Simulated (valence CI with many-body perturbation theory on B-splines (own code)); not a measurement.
## In43+: key properties

Method: valence CI with perturbative core correlation (CI+MBPT): four valence electrons over a frozen Dirac-Fock core [He], radial functions for each j: 11 s, 11 p, 10 d, 8 f, 5 g, 2 h, with the one-electron correlation potential Σ1, the two-electron term Σ2, the three-electron term Σ3, Breit, model QED; selected CI, second order for the rest, scaled by the run's own slope (own B-spline code, finite nucleus).

No measured spectrum was set against this ion. As an estimate, large intervals hold to a few tenths of a per cent, small ones and those within an open d or f shell to about a per cent. Among the levels kept, up to 810 cm⁻¹ of a level comes from second order outside the variational space, and about a tenth of that is noise between levels of different J, which matters for small intervals.

Levels are named by their leading jj configuration (3d3/2^4 stands for four electrons in 3d with j = 3/2), which in mixed levels can hold well under half, so a name can repeat and another be missing.

Rates and lifetimes use the calculated energies. Strong lines usually hold to 10 to 20 %, long lifetimes can be off by a factor of two.

Question: What is the ground level?

Answer: (2s^2 2p1/2^2) J=0, composition 72 % 2s2 2p2 3P + 28 % 2s2 2p2 1S.

Question: How well does LS coupling describe the low levels?

Answer: Among the lowest 20 levels the leading LS term, summed over configurations, holds 65 % on average. For single configurations the figures are 65 % in LS and 98 % in jj coupling. Terms mix most in the J = 1 level at 650.9 eV, where the leading one holds 39 %.

Question: Where does the other parity begin?

Answer: At (2s 2p1/2^2 2p3/2) J=2, 373.4 eV.

Question: What is the ionisation energy?

Answer: 7208.5 eV; NIST lists 7196 ± 8 eV (semi-empirical).

Question: Name the longest-lived excited levels whose lifetime is computed, and their main decay.

Answer: (2s^2 2p1/2 2p3/2) J=2 at 227.2 eV lives 14.8 μs, mostly by E2 to (2s^2 2p1/2^2) J=0; (2s^2 2p1/2 2p3/2) J=1 at 212.7 eV lives 15.5 ns, mostly by M1 to (2s^2 2p1/2^2) J=0.

Question: Among levels below 5005.9 eV, which E1 lines absorb most strongly from the ground level?

Answer: to (2s^2 2p1/2 3d3/2) J=1 at 0.2932 nm, f = 1.48; to (2s 2p1/2^2 3p3/2) J=1 at 0.2869 nm, f = 0.389; to (2s 2p1/2^2 2p3/2) J=1 at 2.893 nm, f = 0.149.
